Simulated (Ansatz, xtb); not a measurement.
## C5H9NS2: which of two isomers lies lower

Structure a is `[H]/N=C\[C@@H]1CCSSC1`, a singlet and structure b is `CC(=S)CCC(N)=S`, a singlet. Both are isolated molecules in the gas phase, relaxed with PBE0-D3(BJ)/def2-SVP, each in the lowest conformer that the search found.

Question: Which of the two would you expect CCSD(T)/def2-SVP + ΔMP2/def2-TZVPP electronic energies to favour?

Answer: Too close to call at this level: CCSD(T)/def2-SVP + ΔMP2/def2-TZVPP gives E(b) − E(a) = +0.031 eV.

How the difference moves with the method:

```
                             level              geometry  E(b) − E(a) (eV)  departure from the last row (eV)  job, with rough time for the two
                          GFN2-xTB              GFN2-xTB              +0.366                            +0.335              optimisation, 0.33 s
                         HF/STO-3G              GFN2-xTB              +2.050                            +2.019              single point, 0.55 s
                r2SCAN-D4/def2-SVP              GFN2-xTB              −0.403                            −0.435               single point, 5.2 s
              PBE0-D3(BJ)/def2-SVP  PBE0-D3(BJ)/def2-SVP              −0.182                            −0.213             optimisation, 2.5 min
                       HF/def2-SVP  PBE0-D3(BJ)/def2-SVP              −0.296                            −0.327           part of the CCSD(T) run
                      MP2/def2-SVP  PBE0-D3(BJ)/def2-SVP              −0.273                            −0.304           part of the CCSD(T) run
                  CCSD(T)/def2-SVP  PBE0-D3(BJ)/def2-SVP              −0.214                            −0.245                      single point
CCSD(T)/def2-SVP + ΔMP2/def2-TZVPP  PBE0-D3(BJ)/def2-SVP              +0.031                                               single point, 2.6 min
```

As drawn, b has 2 C=S, 1 C–N, 1 N–H in place of 1 C=N, 2 C–S, 1 S–S, 1 C–H. Structure a has a 6-membered ring, b no ring.

The largest departure from CCSD(T)/def2-SVP + ΔMP2/def2-TZVPP is that of HF/STO-3G, 2.019 eV. The last row adds to CCSD(T) the change of the MP2 difference between the two basis sets, here +0.245 eV, a large step that makes the value less sure.

With thermal terms from frequencies at re-optimised GFN2-xTB minima (ideal gas, soft modes damped towards free rotors, one conformer each, 298.15 K, 1 atm): the zero-point term adds −0.060 eV; ΔH is +0.010 and ΔG −0.089 eV.

The correlated steps freeze 16 core orbitals. Mirror images aren't counted in ΔG. Programs: Ansatz 0.2.0, xtb 6.7.1; the last row on 4 threads of Arm Neoverse V2 on a shared host.
